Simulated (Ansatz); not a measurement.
```yaml
crystal:
  periodic: [false, false, false]
  atoms:
    - {symbol: C, position_ang: [-0.254843, 1.675515, 0.256442]}
    - {symbol: Si, position_ang: [-0.284611, 0.165617, -0.851544]}
    - {symbol: Si, position_ang: [0.566123, -1.693987, 0.284599]}
    - {symbol: Cl, position_ang: [-0.483193, -1.891961, 2.059246]}
    - {symbol: H, position_ang: [0.768237, 1.928620, 0.542237]}
    - {symbol: D, position_ang: [-0.826725, 1.488436, 1.167709]}
    - {symbol: H, position_ang: [-0.691130, 2.537240, -0.253216]}
    - {symbol: H, position_ang: [0.535719, 0.381252, -2.077819]}
    - {symbol: H, position_ang: [-1.674987, -0.153384, -1.278570]}
    - {symbol: H, position_ang: [0.410684, -2.963287, -0.470934]}
    - {symbol: H, position_ang: [2.000024, -1.531161, 0.642350]}
basis:
  gaussian: {orbitals: cc-pVDZ}
hamiltonian: {xc: {name: r2SCAN50}}
```

```sh
$ ansatz run in.yaml --threads 2 --pin off --events-out ev --progress --plain --max-ram 32768MiB --backend cpu
```

It prints (some lines left out):

```
Error: YAML parse error: error: line 9 column 16: `D` is not an element symbol (H … Og, case-exact)
 7 |     - {symbol: Cl, position_ang: [-0.483193, -1.891961, 2.059246]}
 8 |     - {symbol: H, position_ang: [0.768237, 1.928620, 0.542237]}
 9 |     - {symbol: D, position_ang: [-0.826725, 1.488436, 1.167709]}
10 |     - {symbol: H, position_ang: [-0.691130, 2.537240, -0.253216]}
11 |     - {symbol: H, position_ang: [0.535719, 0.381252, -2.077819]}
```

Problem. Something in this input is off. What?

Solution. An element symbol is wrong. The input was rejected before any iteration.
